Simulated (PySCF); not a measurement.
Gas-phase reaction: AlI + 3 Cl = ICl + AlCl2

Method: PySCF energies plus ideal-gas RRHO corrections (1 bar). † marks an energy on the PBE0/def2-TZVP geometry and frequencies; other levels use their own. MP2 and CCSD(T) freeze the core. Open shells (unrestricted): Cl (multiplicity 2, electronic degeneracy 6), AlCl2 (multiplicity 2); the rest are closed-shell singlets. Spin-orbit splitting is ignored; it lowers the true energy and changes the entropy of Cl. I: scalar-relativistic def2 core potential, no spin-orbit coupling. MP2 isn't extrapolated to the basis-set limit; its ΔH°(298 K) is -581.4 kJ in def2-SVP and -661.2 kJ in def2-TZVPP. CCSD(T) isn't extrapolated to the basis-set limit; its ΔH°(298 K) is -541.3 kJ in def2-SVP and -609.1 kJ in def2-TZVPP. The harmonic model lacks anharmonicity and excited electronic states, which grow with temperature; levels with a mode under 35 cm⁻¹ are left out.

| level | ΔE electronic, kJ | ΔH°(298 K), kJ | ΔS°(298 K), J/K | ΔG°(2500 K), kJ |
|---|---|---|---|---|
| BLYP/def2-TZVP† | -622 | -621 | -216 | -61 |
| CCSD(T)/def2-SVP† | -543 | -541 | -216 | 19 |
| CCSD(T)/def2-TZVPP† | -611 | -609 | -216 | -49 |
| M06-2X/def2-TZVP† | -654 | -653 | -216 | -93 |
| MP2/def2-SVP† | -583 | -581 | -216 | -21 |
| MP2/def2-TZVPP† | -663 | -661 | -216 | -101 |
| PBE0/def2-TZVP | -657 | -656 | -216 | -96 |
| LDA/def2-TZVP† | -791 | -790 | -216 | -229 |
ΔH° is lowest at LDA/def2-TZVP† and highest at CCSD(T)/def2-SVP†. No reference value is set beside these.
